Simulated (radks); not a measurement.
Polarisabilities and homonuclear dispersion coefficients (atomic units). Calculated with a radial shooting solver on a logarithmic mesh with Libxc functionals: non-relativistic Kohn-Sham, LDA (Slater exchange, Perdew-Wang correlation), spin-unpolarised, spherical densities, point nucleus. Response by self-consistent Sternheimer equations with the Hartree and adiabatic LDA kernel. For heavy and open-shell atoms this level of theory can miss by tens of per cent. "Uncoupled" leaves out the induced potential. Quadrupole and octupole values are given only where no p, d or f shell is open.

[
 {"species": "Tc", "configuration": "[Kr] 4d5 5s2", "alpha1 (bohr^3)": "77.86", "alpha1, uncoupled": "157.9", "C6": "894.7", "recommended alpha1": "79 +/- 10"},
 {"species": "Tc+", "configuration": "[Kr] 4d5 5s1", "alpha1 (bohr^3)": "37.51", "alpha1, uncoupled": "62.35", "C6": "276.2", "recommended alpha1": "-"},
 {"species": "Tc2+", "configuration": "[Kr] 4d5", "alpha1 (bohr^3)": "9.249", "alpha1, uncoupled": "13.42", "C6": "49.71", "recommended alpha1": "-"},
 {"species": "Tc3+", "configuration": "[Kr] 4d4", "alpha1 (bohr^3)": "5.468", "alpha1, uncoupled": "7.928", "C6": "24.95", "recommended alpha1": "-"},
 {"species": "Tc4+", "configuration": "[Kr] 4d3", "alpha1 (bohr^3)": "3.603", "alpha1, uncoupled": "5.310", "C6": "14.09", "recommended alpha1": "-"},
 {"species": "Tc5+", "configuration": "[Kr] 4d2", "alpha1 (bohr^3)": "2.552", "alpha1, uncoupled": "3.857", "C6": "8.576", "recommended alpha1": "-"},
 {"species": "Tc6+", "configuration": "[Kr] 4d1", "alpha1 (bohr^3)": "1.903", "alpha1, uncoupled": "2.960", "C6": "5.499", "recommended alpha1": "-"}
]

Recommended values: Schwerdtfeger and Nagle, table of static dipole polarisabilities (2023 update), measured or computed.

Beside tabulated values, note that relativity, absent from the non-relativistic runs, is large for the heavy elements, and spin-unpolarised runs miss the spin-polarisation part of the exchange energy of open shells.
